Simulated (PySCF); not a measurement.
BaBr2, SMILES [Br][Ba][Br]. Atoms are numbered in the order given.

```xyz
3

Ba     0.0000     0.0000    -0.6300
Br     0.0000     2.6931     0.5040
Br     0.0000    -2.6931     0.5040
```

Geometry: B3LYP-D3(BJ)/def2-SVP. The def2 effective core potentials stand for the cores of Ba; spin–orbit coupling is left out.

All values below come from CAM-B3LYP/def2-TZVPD run with PySCF.

Isolated molecule, no solvent.

- total energy = -5174.20506 hartree
- point group = C2v
- highest occupied level = -8.51 eV
- lowest empty level = -1.55 eV
- orbital gap = 6.96 eV
- dipole moment = 6.82 D
- quadrupole, principal values (traceless, Buckingham form, about the centre of nuclear charge) = -41.23, 19.12, 22.11 D·Å
- mean static polarisability = 86.8 bohr³ (12.87 Å³)
- polarisability, principal values = 69.4, 73.6, 117.4 bohr³
